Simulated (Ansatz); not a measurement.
Ansatz (a first-principles code) input:

Ansatz 0.2 input:
```yaml
crystal:
  periodic: [false, false, false]
  atoms:
    - {symbol: H, position_ang: [-0.00000000, -0.00000000, -2.38477291]}
    - {symbol: Be, position_ang: [-0.00000000, -0.00000000, -1.04618228]}
    - {symbol: Be, position_ang: [0.00000000, 0.00000000, 1.04618228]}
    - {symbol: H, position_ang: [0.00000000, 0.00000000, 2.38477291]}
basis:
  gaussian:
    orbitals: def2-SVPD
magnetization: {spin_polarized: false}
correlation: {method: ccsd_t, electrons: outside_noble_gas}
output: {forces: true}
```

Task: Predict the final energy.

Result: -30.44434 Eh (CCSD(T)/def2-SVPD). The basis has 40 functions.
